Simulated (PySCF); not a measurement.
Simulation results for AlGeH₄O

Calculation on a computer-drawn molecule: optimised geometry and harmonic frequencies of an isolated molecule of the commonest isotopes, restricted reference for singlets and unrestricted otherwise, frozen core in MP2; on germanium a core potential holds 10 electrons, which the energies leave out, and 3d is frozen in MP2 and coupled-cluster steps. Program: PySCF 2.14.0.

```yaml
- formula: AlGeH4O
  start_structure:
    atoms_angstrom:
      - [O, 0.0908, 0.4994, 2.254]
      - [Al, -1.0088, 0.9165, 0.9651]
      - [Ge, -0.7472, 0.3965, -1.4578]
      - [H, -0.0381, 0.9074, 3.0912]
      - [H, -2.0692, 1.9859, 1.6026]
      - [H, -0.3007, -1.125, -1.3573]
      - [H, -2.2963, 0.1525, -1.7438]
  given:
    charge: -1
    multiplicity: 1
    method: MP2
    basis: "aug-cc-pV(D+d)Z"
    basis_and_core_potential_on_germanium: "aug-cc-pVDZ-PP ECP10MDF"
    drawn_bonds_atom: [1, 2, 1, 2, 3, 3]
    drawn_bonds_other_atom: [2, 3, 4, 5, 6, 7]
    drawn_bonds_order: [1, 1, 1, 1, 1, 1]
  results:
    optimised_atom_element: [O, Al, Ge, H, H, H, H]
    "optimised_atom_x [angstrom]": [0.1161, -1.012, -0.7276, -0.07959, -2.061, -0.3086, -2.297]
    "optimised_atom_y [angstrom]": [0.4744, 0.8974, 0.4189, 0.9222, 1.975, -1.113, 0.1585]
    "optimised_atom_z [angstrom]": [2.249, 0.9324, -1.482, 3.081, 1.582, -1.337, -1.671]
    "modes_frequency [cm^-1]": [117.5, 154.3, 219.7, 290.9, 406.6, 468.6, 525.5, 635.7, 684.8, 806.2, 874.4, 1709, 1860, 1887, 3866]
    "modes_reduced_mass [dalton]": [3.631, 1.461, 1.164, 3.922, 1.077, 1.136, 1.224, 1.032, 10.38, 1.239, 1.025, 1.041, 1.02, 1.021, 1.066]
    "rotational_constants [GHz]": [22.23, 1.852, 1.737]
    "total_energy [hartree]": -612.9539
    "convergence_status_largest_gradient_component [hartree/bohr]": 4.219e-06
```
